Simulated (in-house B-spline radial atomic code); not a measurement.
Orbital energies and mean radii along the 3-electron series, configuration [He] 2s1. The effective charge is n√(-2ε), a non-relativistic measure. Computed with a B-spline radial code for spherical atoms: Dirac-Hartree-Fock, average of the configuration, finite nuclei.

```csv
ion,Z,energy of 1s1/2 (Eh),mean radius of 1s1/2 (bohr),energy of 2s1/2 (Eh),mean radius of 2s1/2 (bohr),effective charge of 1s1/2
Cs52+,55,-1530.78,0.02595,-375.62,0.10504,55.331
Ba53+,56,-1590.45,0.025426,-390.63,0.10287,56.4
La54+,57,-1651.44,0.024919,-405.99,0.10078,57.471
Ce55+,58,-1713.74,0.024428,-421.69,0.098754,58.545
Pr56+,59,-1777.37,0.023953,-437.75,0.096794,59.622
Nd57+,60,-1842.36,0.023493,-454.17,0.094895,60.702
Pm58+,61,-1908.7,0.023047,-470.95,0.093055,61.785
Sm59+,62,-1976.42,0.022614,-488.1,0.091271,62.872
Eu60+,63,-2045.55,0.022194,-505.62,0.089539,63.962
Gd61+,64,-2116.08,0.021785,-523.52,0.087858,65.055
Tb62+,65,-2188.07,0.021388,-541.81,0.086225,66.152
Dy63+,66,-2261.47,0.021003,-560.49,0.084638,67.253
Ho64+,67,-2336.36,0.020627,-579.56,0.083094,68.357
Er65+,68,-2412.74,0.020262,-599.04,0.081592,69.466
Tm66+,69,-2490.63,0.019906,-618.94,0.080129,70.578
```

Task: How does the screening of 1s1/2 change?

Result: Z less the effective charge goes from -0.33 at Z = 55 to -1.58 at Z = 69.
